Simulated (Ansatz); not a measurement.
Basis sets compared for Ge(OMe)2H2 (C2H8GeO2). Total charge 0; singlet. Geometry PBE-D4/def2-SVP. Ansatz on 4 threads of Arm Neoverse V1 on a shared host; times are rough, and most runs start from earlier orbitals.

```xyz
13

C    -0.758   -1.364    1.455
C     1.449    0.458   -1.498
Ge   -0.784    1.028    0.048
O    -1.296   -0.670    0.343
O     0.975    1.090   -0.322
H    -0.912   -0.821    2.419
H     0.334   -1.559    1.350
H    -1.274   -2.344    1.536
H     0.924    0.809   -2.419
H     1.350   -0.652   -1.457
H     2.527    0.701   -1.613
H    -0.909    1.874    1.338
H    -1.625    1.451   -1.182
```

Another isomer (singlet) lies 1.93 eV lower at PBE0-D4/def2-TZVP; other spin states weren't run for this one.

Binding counts from free atoms (C triplet, Ge triplet, O triplet, H doublet) in the same basis, without a counterpoise term.

| level | functions | energy (Eh) | HOMO (eV) | LUMO (eV) | binding per atom (eV) | wall time |
| --- | --- | --- | --- | --- | --- | --- |
| PBE-D4/def2-SVP | 128 | -2307.4646 | -6.14 | 0.12 | 3.77 | 1.2 s |
| PBE0-D4/def2-SVP | 128 | -2307.5337 | -7.76 | 1.05 | 3.69 | 1.7 s |

(1) Estimate the rows for PBE-D4/def2-TZVP (with forces), PBE0-D4/def2-TZVP.

## Answers

(1) 
```csv
level,functions,energy (Eh),HOMO (eV),LUMO (eV),binding per atom (eV),wall time
PBE-D4/def2-TZVP (with forces),220,-2308.0006,-6.31,-0.23,3.75,2.6 s
PBE0-D4/def2-TZVP,220,-2308.0659,-7.88,0.73,3.67,3.9 s
```
